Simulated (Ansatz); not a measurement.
Gas-phase reaction R1 → P1 + P2, each structure at its B3LYP-D3(BJ)/def2-TZVP stationary point, reached from a drawn start (curvature not checked).
P1: OSi (SMILES [O+]#[Si-]), charge 0, multiplicity 1.
R1, H2O2Si (SMILES O[Si]O) (charge 0, multiplicity 1):
| atom | x (Å) | y (Å) | z (Å) |
|---|---|---|---|
| Si | 0.2044 | 0.1530 | -0.9632 |
| O | 1.4381 | -0.3693 | -0.0033 |
| H | 1.2575 | -0.5234 | 0.9335 |
| O | -1.0180 | 0.2253 | 0.1717 |
| H | -1.8820 | 0.5142 | -0.1387 |
P2, H2O (SMILES O) (charge 0, multiplicity 1):
```xyz
3

O      0.00000     0.00000     0.38961
H      0.00000     0.76499    -0.19486
H      0.00000    -0.76499    -0.19486
```

P less R. No zero-point or thermal terms.

Frozen-core correlation throughout.

Run with Ansatz (an electronic-structure program). Each number belongs to the level named beside it.

Total energies in hartree:

```
structure  PBE/def2-TZVPP  r2SCAN/def2-TZVPP  CCSD(T)/cc-pV(Q+d)Z
---------  --------------  -----------------  -------------------
P1            -364.544284        -364.698361          -364.230984
R1            -440.986556        -441.189630          -440.654368
P2             -76.380147         -76.423173           -76.359711
```

### Question
Work out the reaction energy at each level in kJ/mol (1 hartree = 2625.49964 kJ/mol), and say how far PBE/def2-TZVPP lies from CCSD(T)/cc-pV(Q+d)Z.

### Answer
- PBE/def2-TZVPP: (-364.544284) + (-76.380147) − (-440.986556) = 0.062125 hartree = 163.1 kJ/mol
- r2SCAN/def2-TZVPP: (-364.698361) + (-76.423173) − (-441.189630) = 0.068096 hartree = 178.8 kJ/mol
- CCSD(T)/cc-pV(Q+d)Z: (-364.230984) + (-76.359711) − (-440.654368) = 0.063673 hartree = 167.2 kJ/mol
PBE/def2-TZVPP less CCSD(T)/cc-pV(Q+d)Z: -4.1 kJ/mol. CCSD(T)/cc-pV(Q+d)Z is the level counted from, the highest shown, and no exact or measured value.
